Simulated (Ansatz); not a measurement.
Sn3N3Cl6H3⁺, that is cyclo-(Cl2SnNH)3 with one electron fewer. Total charge 1; doublet. Geometry PBE-D4/def2-SVP; atoms count from 1.

Cartesian coordinates in Å:
```
Sn 1.944 0.168 -0.755
Cl 3.956 1.251 -0.345
Cl 1.647 -0.526 -2.963
N 1.504 -1.226 0.678
Sn -0.439 -1.759 1.044
Cl -1.459 -3.059 -0.604
Cl -0.751 -2.537 3.210
N -1.479 0.078 0.954
Sn -1.614 1.401 -0.646
Cl -2.739 3.336 -0.057
Cl -2.201 0.318 -2.598
N 0.447 1.635 -0.487
H 2.144 -2.037 0.658
H -1.716 0.480 1.880
H 0.757 2.477 0.032
```

In the def2 sets Sn takes a core potential; there is no spin–orbit coupling. Single mean-field runs in def2-TZVP are fitted with def2-universal-jkfit.

**Question.** Estimate the Mulliken populations from the PBE0/def2-TZVP orbitals of Ansatz.

**Answer.** 
| atom | charge (e) | spin (α − β) |
| --- | --- | --- |
| Sn1 | 1.17 | -0.02 |
| Cl2 | -0.21 | 0.00 |
| Cl3 | -0.23 | 0.01 |
| N4 | -0.77 | 0.01 |
| Sn5 | 1.17 | -0.02 |
| Cl6 | -0.23 | 0.01 |
| Cl7 | -0.21 | 0.00 |
| N8 | -0.69 | 0.57 |
| Sn9 | 1.18 | -0.07 |
| Cl10 | -0.18 | -0.01 |
| Cl11 | -0.18 | 0.00 |
| N12 | -0.69 | 0.57 |
| H13 | 0.28 | 0.00 |
| H14 | 0.30 | -0.02 |
| H15 | 0.30 | -0.02 |
Mulliken values and Mayer orders depend strongly on the basis.

**Question.** Where does the spin sit?

**Answer.** Summed by element: Sn -0.11, Cl 0.00, N 1.14, H -0.04, of 1 unpaired in all. Largest on single atoms: N8 0.57, N12 0.57, Sn9 -0.07.

**Question.** And the Mayer bond orders between bonded heavy atoms (over 0.3)?

**Answer.** Sn1–Cl2 1.11 (2.32 Å); Sn1–Cl3 1.08 (2.33 Å); Sn1–N4 0.92 (2.05 Å); Sn1–N12 0.66 (2.11 Å); N4–Sn5 0.92 (2.05 Å); Sn5–Cl6 1.08 (2.33 Å); Sn5–Cl7 1.11 (2.32 Å); Sn5–N8 0.66 (2.11 Å); N8–Sn9 0.77 (2.08 Å); Sn9–Cl10 1.13 (2.31 Å); Sn9–Cl11 1.14 (2.31 Å); Sn9–N12 0.77 (2.08 Å). Values over 0.3 also appear between atoms too far apart for a bond (N8–N12 0.32 at 2.87 Å); they arise where an orbital or an unpaired electron spreads over both atoms.
